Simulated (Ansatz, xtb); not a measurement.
**Ranking isomers of BrGeHNO**

4 gas-phase structures of BrGeHNO, found in a search over its isomers (lower ones may exist). Each was relaxed with GFN2-xTB:

A. a doublet given by its coordinates
B. `[NH][Ge](=[O])[Br]`, a doublet
C. `[Br][Ge]1[NH][O]1`, a doublet
D. `O/[N]=[Ge]/[Br]`, a doublet

A (Å):

| atom | x (Å) | y (Å) | z (Å) |
| --- | --- | --- | --- |
| Br | -3.8354 | -0.2206 | -1.8945 |
| Ge | -1.8109 | 0.9342 | -2.1944 |
| N | -1.4031 | 0.8644 | -0.3531 |
| O | -0.2651 | 1.4620 | -0.1857 |
| H | -1.8111 | 0.5017 | 0.5192 |

Close contacts (Å): Br1–Ge2 2.35, Ge2–N3 1.89, N3–O4 1.30, N3–H5 1.03.

Task: Make a reasoned guess at their ranking by r2SCAN-D4/def2-SVP single-point energy.

Result: Calculated order at r2SCAN-D4/def2-SVP: C (0.0), A (0.6), B (77.6), D (87.0) kJ/mol. Less than 1 kcal/mol parts C and A, so the order within that pair means little.

Energies above the lowest of each column, in kJ/mol; the last columns are at PBE0-D3(BJ)/def2-SVP geometries and were run for some of them only (a dash: not run or not comparable):

```json
{"structure": "C", "GFN2-xTB": "0.0", "HF/STO-3G": "39.3", "r2SCAN-D4/def2-SVP": "0.0", "PBE0-D3(BJ)/def2-SVP": "14.2", "CCSD(T)/def2-SVP + ΔMP2/def2-TZVPP": "1.8"}
{"structure": "A", "GFN2-xTB": "25.2", "HF/STO-3G": "0.0", "r2SCAN-D4/def2-SVP": "0.6", "PBE0-D3(BJ)/def2-SVP": "0.0", "CCSD(T)/def2-SVP + ΔMP2/def2-TZVPP": "0.0"}
{"structure": "B", "GFN2-xTB": "104.7", "HF/STO-3G": "27.3", "r2SCAN-D4/def2-SVP": "77.6", "PBE0-D3(BJ)/def2-SVP": "89.4", "CCSD(T)/def2-SVP + ΔMP2/def2-TZVPP": "–"}
{"structure": "D", "GFN2-xTB": "48.9", "HF/STO-3G": "71.4", "r2SCAN-D4/def2-SVP": "87.0", "PBE0-D3(BJ)/def2-SVP": "–", "CCSD(T)/def2-SVP + ΔMP2/def2-TZVPP": "–"}
```

CCSD(T)/def2-SVP + ΔMP2/def2-TZVPP has A and C within 1 kcal/mol of each other at the bottom, and every level picks one of them. CCSD(T)/def2-SVP + ΔMP2/def2-TZVPP orders those it was run on as A (0.0), C (1.8) kJ/mol. Less than 1 kcal/mol parts A and C, so the order within that pair means little. Some further structures that were screened fall inside this span and aren't listed. Flexible structures stand in one conformer each, not always the lowest. Frequencies (PBE0-D3(BJ)/def2-SVP) were run for A, C alone. Open shells are spin-unrestricted, some with notable spin contamination. ΔMP2 is the change of the MP2 energy from the smaller to the larger basis.

Over these structures GFN2-xTB departs from r2SCAN-D4/def2-SVP by 22.4 kJ/mol on average once a common shift is removed. A GFN2-xTB relaxation took about 0.12 s and the r2SCAN-D4/def2-SVP energy about 3.9 s on a shared host (Ansatz 0.2.0, xtb 6.7.1).
